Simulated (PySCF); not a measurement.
Labels have come off several samples. The candidates:

A. `InChI=1S/C4H8F2O2/c1-3-8-4(5,6)7-2/h3H2,1-2H3`
B. SMILES CO[C@@H](F)[C@H](F)OC
C. `C=C1C=C(C(F)(F)F)C1=C`

Spectrum 1. ¹H NMR (400 MHz, computed): δ 5.05 (m, 2H), 3.77 (s, 6H). ¹³C{¹H} NMR (computed): δ 115.4 (CH), 59.0 (CH3).

Spectrum 2. ¹H NMR (400 MHz, computed): δ 7.42 (m, 1H), 5.43 (m, 1H), 5.40 (m, 1H), 5.37 (m, 1H), 5.34 (m, 1H). ¹³C{¹H} NMR (computed): δ 155.1 (CH), 154.0 (C), 152.1 (C), 150.5 (C), 129.7 (C), 108.1 (CH2), 104.4 (CH2).

Spectrum 3. ¹H NMR (400 MHz, computed): δ 4.23 (q, 2H), 3.79 (s, 3H), 1.44 (t, 3H). ¹³C{¹H} NMR (computed): δ 133.0 (C), 67.1 (CH2), 55.3 (CH3), 19.0 (CH3).

All values are calculated (PySCF 2.14): structure optimised with GFN2-xTB, GIAO PBE0/pcSseg-1 shieldings. Fast rotation and ring inversion assumed for equivalent nuclei, one computed conformer, no solvent model, non-relativistic Hamiltonian.

Chemical shifts δ = σref − σ; ¹H (σ = 31.72 ppm) and ¹³C (σ = 186.93 ppm) against TMS, all at this level. Splittings of carbon signals by F and P are missing where no couplings were computed. Where no couplings were computed, multiplicities follow the n + 1 count of equivalent neighbours, and m marks all less simple cases (inequivalent or close neighbours, rings, F or P nearby). Shifts are as computed. Against solution values, carbons near 30 ppm lie about +3 ppm off and those near 130 ppm about +5 ppm. Of 1211 compounds with measured shifts, 218 miss one by over three times the rms of a fit or turn the order of signals round; such compounds aren't used in these exercises.

Question: Match each spectrum to its structure.

Answer: 1–B, 2–C, 3–A.

- Spectrum 1 (B): 2 ¹³C signals; δC 115.4 is an sp3 CH bonded to F and O; δC 59.0 is a methyl carbon bonded to O.
- Spectrum 2 (C): 7 ¹³C signals; δC 155.1 is an alkene CH; δC 154.0 is a fully substituted alkene carbon.
- Spectrum 3 (A): 4 ¹³C signals; δC 133.0 is an sp3 carbon bearing two oxygens; δC 67.1 is an sp3 CH2 bonded to O.
